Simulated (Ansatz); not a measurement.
Steps of a relaxation of C3H4AlF (`C=[C]1[AlH][CH]1F`) with RKS PBE0-D4/def2-TZVP.

```sh
$ ansatz run in.yaml --threads 2 --pin off --events-out ev --progress --plain --max-ram 4352MiB
```

```yaml
crystal:
  periodic: [false, false, false]
  atoms:
    - {symbol: C, position_ang: [0.596091, 0.849620, 1.139451]}
    - {symbol: C, position_ang: [0.460359, -0.202232, 0.291456]}
    - {symbol: Al, position_ang: [-1.059541, -1.292642, -0.086301]}
    - {symbol: C, position_ang: [0.202896, -0.183255, -1.177377]}
    - {symbol: F, position_ang: [0.079001, 1.028827, -1.832895]}
    - {symbol: H, position_ang: [0.586006, 0.706551, 2.232437]}
    - {symbol: H, position_ang: [0.740638, 1.883786, 0.772528]}
    - {symbol: H, position_ang: [-2.411855, -1.991276, 0.390446]}
    - {symbol: H, position_ang: [0.895004, -0.845480, -1.746944]}
basis:
  gaussian: {orbitals: def2-TZVP}
hamiltonian: {xc: pbe0, dispersion: d4}
relax: {f_tol: 0.005, max_steps: 150}
```

Positions (Å) and forces (eV/Å) along the path, 11 of 11 steps:

```xyz
9
step=1 energy=-12479.9533 eV
C     0.596    0.850    1.139   -0.047   -0.372   -0.331
C     0.460   -0.202    0.291   -0.110    0.675    0.377
Al   -1.060   -1.293   -0.086    0.244    0.351    0.001
C     0.203   -0.183   -1.177    0.053   -0.397   -0.004
F     0.079    1.029   -1.833    0.059   -0.267    0.141
H     0.586    0.707    2.232   -0.025    0.062   -0.600
H     0.741    1.884    0.773   -0.057   -0.567    0.198
H    -2.412   -1.991    0.390    0.227    0.079   -0.102
H     0.895   -0.845   -1.747   -0.344    0.437    0.321
9
step=2 energy=-12479.9941 eV
C     0.599    0.842    1.127   -0.012   -0.086   -0.048
C     0.460   -0.200    0.293   -0.201    0.149    0.128
Al   -1.057   -1.278   -0.076    0.230    0.241   -0.029
C     0.191   -0.185   -1.168    0.051   -0.227   -0.012
F     0.069    1.025   -1.819    0.008   -0.051    0.042
H     0.549    0.708    2.208    0.064    0.029   -0.172
H     0.775    1.858    0.762   -0.051   -0.156    0.067
H    -2.387   -1.993    0.384    0.038   -0.004   -0.040
H     0.891   -0.824   -1.727   -0.127    0.106    0.064
9
step=3 energy=-12479.9982 eV
C     0.588    0.844    1.127    0.114    0.046    0.109
C     0.449   -0.194    0.301    0.022   -0.128   -0.112
Al   -1.058   -1.260   -0.075    0.050   -0.009   -0.024
C     0.189   -0.191   -1.161   -0.100   -0.003    0.070
F     0.076    1.014   -1.819   -0.022    0.065   -0.038
H     0.604    0.704    2.203   -0.090    0.026    0.007
H     0.739    1.857    0.761    0.025    0.066   -0.010
H    -2.382   -1.990    0.357   -0.043   -0.020    0.008
H     0.884   -0.831   -1.710    0.044   -0.042   -0.011
9
step=4 energy=-12480.0010 eV
C     0.601    0.843    1.127   -0.025    0.003    0.055
C     0.455   -0.196    0.299   -0.018   -0.023   -0.011
Al   -1.054   -1.262   -0.073    0.026    0.011    0.001
C     0.187   -0.190   -1.162   -0.024   -0.031    0.011
F     0.069    1.017   -1.817   -0.006    0.033   -0.015
H     0.573    0.709    2.204    0.014    0.015   -0.028
H     0.758    1.856    0.761    0.027    0.014    0.001
H    -2.380   -1.993    0.360   -0.011   -0.012   -0.006
H     0.880   -0.830   -1.716    0.018   -0.011   -0.009
9
step=5 energy=-12480.0012 eV
C     0.598    0.846    1.126    0.070   -0.043    0.013
C     0.448   -0.196    0.302   -0.060    0.036    0.052
Al   -1.058   -1.266   -0.073    0.010    0.012   -0.007
C     0.181   -0.191   -1.160    0.017   -0.008   -0.011
F     0.061    1.018   -1.814   -0.005    0.005   -0.005
H     0.569    0.718    2.203    0.001    0.004   -0.004
H     0.786    1.853    0.758   -0.029    0.025   -0.009
H    -2.382   -2.006    0.353   -0.001   -0.009   -0.010
H     0.885   -0.823   -1.710   -0.002   -0.022   -0.019
9
step=6 energy=-12480.0017 eV
C     0.601    0.847    1.127    0.030   -0.019   -0.003
C     0.448   -0.195    0.303   -0.031    0.027    0.029
Al   -1.058   -1.264   -0.073    0.002   -0.001   -0.005
C     0.181   -0.191   -1.159    0.002   -0.005   -0.007
F     0.062    1.017   -1.815   -0.001    0.003   -0.003
H     0.574    0.719    2.204    0.001    0.001    0.002
H     0.780    1.855    0.759   -0.006    0.006   -0.004
H    -2.382   -2.007    0.348    0.002   -0.005   -0.005
H     0.881   -0.827   -1.711    0.002   -0.008   -0.005
9
step=7 energy=-12480.0022 eV
C     0.607    0.852    1.128    0.024   -0.009    0.012
C     0.435   -0.190    0.309   -0.015   -0.011    0.003
Al   -1.063   -1.269   -0.074   -0.007    0.012   -0.008
C     0.174   -0.189   -1.155    0.019    0.017   -0.008
F     0.063    1.019   -1.811   -0.018   -0.004   -0.013
H     0.578    0.730    2.205    0.001    0.004   -0.002
H     0.802    1.856    0.753   -0.006    0.004   -0.001
H    -2.383   -2.028    0.332   -0.001   -0.008    0.001
H     0.875   -0.827   -1.704    0.003   -0.005    0.016
9
step=8 energy=-12480.0026 eV
C     0.614    0.855    1.129    0.002    0.000    0.000
C     0.425   -0.186    0.314    0.003    0.002    0.002
Al   -1.069   -1.268   -0.075   -0.009    0.001   -0.011
C     0.168   -0.188   -1.152    0.007    0.010   -0.014
F     0.059    1.018   -1.813   -0.008   -0.009    0.001
H     0.584    0.738    2.207    0.001    0.000    0.002
H     0.818    1.856    0.751    0.001   -0.004    0.002
H    -2.383   -2.045    0.317    0.004    0.000    0.004
H     0.873   -0.827   -1.695    0.000    0.000    0.013
9
step=9 energy=-12480.0026 eV
C     0.616    0.857    1.130   -0.002    0.000   -0.010
C     0.419   -0.183    0.315    0.004    0.003    0.006
Al   -1.073   -1.268   -0.078   -0.003   -0.005    0.000
C     0.165   -0.187   -1.152    0.000    0.011   -0.005
F     0.057    1.017   -1.817   -0.001   -0.010    0.001
H     0.585    0.740    2.208    0.000   -0.001    0.002
H     0.827    1.856    0.752    0.001   -0.004    0.003
H    -2.382   -2.052    0.315    0.002    0.003    0.000
H     0.874   -0.827   -1.690   -0.001    0.003    0.004
9
step=10 energy=-12480.0026 eV
C     0.616    0.857    1.130    0.001    0.001   -0.001
C     0.419   -0.182    0.315    0.000    0.004    0.001
Al   -1.073   -1.268   -0.079    0.000   -0.002   -0.001
C     0.165   -0.186   -1.152   -0.002    0.001   -0.006
F     0.056    1.016   -1.818    0.001   -0.004    0.004
H     0.585    0.740    2.209    0.000    0.000    0.001
H     0.828    1.856    0.752   -0.001   -0.002    0.001
H    -2.382   -2.052    0.314    0.000    0.001    0.000
H     0.875   -0.827   -1.689    0.000    0.000    0.001
9
step=11 energy=-12480.0027 eV
C     0.616    0.857    1.130    0.000    0.000    0.000
C     0.419   -0.182    0.315   -0.001    0.000    0.001
Al   -1.073   -1.268   -0.079    0.001    0.000    0.000
C     0.165   -0.187   -1.153    0.000    0.001   -0.001
F     0.056    1.016   -1.818    0.000   -0.001    0.001
H     0.585    0.740    2.208    0.000    0.000    0.000
H     0.828    1.856    0.752    0.000   -0.001    0.000
H    -2.382   -2.052    0.315    0.000    0.000    0.000
H     0.875   -0.826   -1.689    0.000    0.000    0.000
```

Run time 48 s (2 threads of an AMD EPYC 7B13 on a shared host); peak host memory 0.44 GiB.
